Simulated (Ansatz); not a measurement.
Species: CaCl, charge 1, singlet. CaCl+ (SMILES [Cl][Ca+]).
B3LYP-D3(BJ)/def2-TZVP minimum from Ansatz (an electronic-structure program):
```
Ca
Cl 1 2.3310
```
Charge +1, spin multiplicity 1.

Total energies in def2-QZVPP, 8 correlated electrons, 14 frozen orbitals. Radicals and triplets start from unrestricted determinants; spin-orbit coupling is neglected. Correlated methods leave the cores frozen (noble-gas shells, and filled d and f shells in the p block). No relativity. The spin of CaCl+ ([Cl][Ca+], singlet) was assumed, and the state is the lowest solution found for it.

```json
[
 {"method": "HF", "program": "Ansatz", "energy (Eh)": "-1136.17194", "minus CCSDT(Q) (mEh)": "251.59"},
 {"method": "MP2", "program": "Ansatz", "energy (Eh)": "-1136.39693", "minus CCSDT(Q) (mEh)": "26.60"},
 {"method": "CCSD", "program": "Ansatz", "energy (Eh)": "-1136.41169", "minus CCSDT(Q) (mEh)": "11.84"},
 {"method": "CCSD(T)", "program": "Ansatz", "energy (Eh)": "-1136.42259", "minus CCSDT(Q) (mEh)": "0.94"},
 {"method": "CCSDT(Q)", "program": "Ansatz", "energy (Eh)": "-1136.42353", "minus CCSDT(Q) (mEh)": "0.00"}
]
```

Rough core times of Ansatz's runs on a shared machine: CCSD(T) under 20 s, CCSDT(Q) 5 min.
